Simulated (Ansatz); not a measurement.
Four-centre ligand exchange

Start structure (ZnH₂Cl₂, closed shell), relaxed at PBE0-D4/def2-TZVP:

```tsv
atom	x (Å)	y (Å)	z (Å)
Zn1	-0.3263	-0.5758	-0.8013
Cl2	0.3569	-2.3360	0.0922
Cl3	-1.0550	1.1040	-1.8064
H4	0.6389	0.5948	1.4282
H5	0.3854	1.2128	1.0873
```

The step: ZnCl₂ + H₂ → ZnHCl ([Cl][ZnH]) + HCl; bonds formed: Zn1–H5, Cl2–H4; bonds broken: Zn1–Cl2, H4–H5. Ansatz 0.2.0; basis: def2-TZVPP and def2-QZVPP; cores frozen in the correlated methods. The 3s and 3p shells of Cu and Zn are frozen; filled d shells are correlated. Extrapolation: Hartree–Fock as exp(−7.88 √X), correlation as X^−2.97. Energies below are by CCSD(T) at an estimated basis limit (MP2 extrapolated from triple and quadruple zeta, plus CCSD(T) − MP2 in triple zeta).

Task: What are the electronic barrier and the energy of the step, from the start structure to the end structure? (An estimate is asked for; the value comes from the calculation.)

Result: Computed: Barrier 1.643 eV; step energy 1.021 eV (uphill); reverse barrier, their difference, 0.621 eV. Barrier and step energy count from the start structure, the reverse barrier from the end structure.

The saddle point: One imaginary mode of 952i cm⁻¹.
```json
{"pair": "Zn1–H5", "start (Å)": "2.70", "saddle (Å)": "1.66", "end (Å)": "1.53"}
{"pair": "Cl2–H4", "start (Å)": "3.23", "saddle (Å)": "1.54", "end (Å)": "1.28"}
{"pair": "Zn1–Cl2", "start (Å)": "2.09", "saddle (Å)": "2.46", "end (Å)": "2.92"}
{"pair": "H4–H5", "start (Å)": "0.75", "saddle (Å)": "1.12", "end (Å)": "3.18"}
```

Zero-point energy (harmonic, PBE0-D4): ZPE is 0.396 eV at the start and 0.381 eV at the saddle, so the barrier goes from 1.643 to 1.628 eV.

T1 diagnostic: at most 0.014.

Labels in which every atom is bracketed show which atoms are joined, not bond orders.

For scale, one of the runs: CCSD(T)/def2-TZVPP, 176 basis functions (an equivalent command: `ansatz run in.yaml --threads 4`). The run took 44 s on 4 CPU threads (shared host), with 1.5 GiB of host memory at its peak.
